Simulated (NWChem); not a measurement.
System: BeNH2F; SMILES [NH2][Be][F]

Here is an NWChem input.

```
start job
memory heap 200 mb stack 900 mb global 1100 mb
geometry units angstroms noautosym nocenter noautoz
  Be     0.000000     0.000000    -0.090862
  F      0.000000     0.000000    -1.476898
  N      0.000000     0.000000     1.412757
  H      0.000000    -0.824445     1.988716
  H      0.000000     0.824445     1.988716
end
basis spherical
  * library def2-tzvp
end
dft
  xc pbe0
  iterations 150
end
tddft
  cis
  ecut -23.0
  nroots 6
  notriplet
end
task tddft energy
```

NWChem printed, in part:

```
             Northwest Computational Chemistry Package (NWChem) 7.3.0
             --------------------------------------------------------

                             Geometry "geometry" -> ""
                             -------------------------

 Output coordinates in angstroms (scale by  1.889725989 to convert to a.u.)

  No.       Tag          Charge          X              Y              Z
 ---- ---------------- ---------- -------------- -------------- --------------
    1 Be                   4.0000     0.00000000     0.00000000    -0.09086200
    2 F                    9.0000     0.00000000     0.00000000    -1.47689800
    3 N                    7.0000     0.00000000     0.00000000     1.41275700
    4 H                    1.0000     0.00000000    -0.82444500     1.98871600
    5 H                    1.0000     0.00000000     0.82444500     1.98871600

 Effective nuclear repulsion energy (a.u.)      47.3894667750

                                 NWChem DFT Module
                                 -----------------

 Summary of "ao basis" -> "ao basis" (spherical)
 ------------------------------------------------------------------------------
       Tag                 Description            Shells   Functions and Types
 ---------------- ------------------------------  ------  ---------------------
 Be                        def2-tzvp                 9       19   5s3p1d
 F                         def2-tzvp                11       31   5s3p2d1f
 N                         def2-tzvp                11       31   5s3p2d1f
 H                         def2-tzvp                 4        6   3s1p

            General Information
            -------------------
          SCF calculation type: DFT
          Wavefunction type:  closed shell.
          No. of atoms     :     5
          No. of electrons :    22
           Alpha electrons :    11
            Beta electrons :    11
          Charge           :     0
          Spin multiplicity:     1
          Use of symmetry is: off; symmetry adaption is: off
          Maximum number of iterations: 150
          AO basis - number of functions:    93
                     number of shells:    39
          Convergence on energy requested:  1.00D-06
          Convergence on density requested:  1.00D-05
          Convergence on gradient requested:  5.00D-04

              XC Information
              --------------
                         PBE0 Method XC Functional
                     Hartree-Fock (Exact) Exchange  0.250
          PerdewBurkeErnzerhof Exchange Functional  0.750
            Perdew 1991 LDA Correlation Functional  1.000 local
           PerdewBurkeErnz. Correlation Functional  1.000 non-local

[...]

                                NWChem TDDFT Module
                                -------------------

            General Information
            -------------------
           No. of orbitals :     186
            Alpha orbitals :      93
             Beta orbitals :      93
        Alpha frozen cores :       0
         Beta frozen cores :       0
     Alpha frozen virtuals :       0
      Beta frozen virtuals :       0
         Spin multiplicity :       1
    Number of AO functions :      93
        Use of symmetry is : off
      Symmetry adaption is : off
         Schwarz screening :  0.10D-07

              XC Information
              --------------
                  PBE0 Method XC Functional
              Hartree-Fock (Exact) Exchange   0.25
   PerdewBurkeErnzerhof Exchange Functional   0.75
     Perdew 1991 LDA Correlation Functional   1.00 local
    PerdewBurkeErnz. Correlation Functional   1.00 non-local

             TDDFT Information
             -----------------
          Calculation type : Tamm-Dancoff TDDFT
         Wavefunction type : Restricted singlets
          No. of electrons :      22
           Alpha electrons :      11
            Beta electrons :      11
              No. of roots :       6
          Max subspacesize :    5200
            Max iterations :     100
               Target root :       1
           Target symmetry : none
             Energy Cutoff :-0.23D+02
      Symmetry restriction : off
                 Algorithm : Optimal
        Davidson threshold :  0.10D-03

    6 smallest eigenvalue differences (eV)
--------------------------------------------------------
  No. Spin  Occ  Vir  Irrep   E(Occ)    E(Vir)   E(Diff)
--------------------------------------------------------
    1    1    1   12 a       -24.726    -0.011   672.546
    2    1    1   13 a       -24.726     0.038   673.881
    3    1    1   14 a       -24.726     0.068   674.687
    4    1    1   15 a       -24.726     0.078   674.948
    5    1    1   16 a       -24.726     0.103   675.642
    6    1    1   17 a       -24.726     0.129   676.359
--------------------------------------------------------

  Entering Davidson iterations
  Restricted singlet excited states

  Iter   NTrls   NConv    DeltaV     DeltaE      Time
  ----  ------  ------  ---------  ---------  ---------
    1      6       0     0.64E-01   0.10+100       14.4
    2     12       0     0.13E-01   0.43E-02       10.0
    3     18       1     0.13E-02   0.22E-04        8.9
    4     23       4     0.11E-03   0.12E-06        8.2
    5     25       6     0.72E-04   0.59E-08        7.2
  ----  ------  ------  ---------  ---------  ---------
  Convergence criterion met

  Ground state a        -170.543457688729 a.u.

  ----------------------------------------------------------------------------
  Root   1 singlet a             24.661115841 a.u.              671.0634 eV
  ----------------------------------------------------------------------------
     Transition Moments    X  0.00000   Y  0.00000   Z  0.01085
     Dipole Oscillator Strength                    0.0019349775
     Electric Quadrupole                           0.0001013142
     Magnetic Dipole                               0.0000000000
     Total Oscillator Strength                     0.0020362916

[...]
```

Level: PBE0/def2-TZVP, restricted-window TDA. Geometry: optimised at PBE0-D3(BJ)/def2-TZVP. The quadrupole and magnetic terms of the printed total strengths depend on the origin.
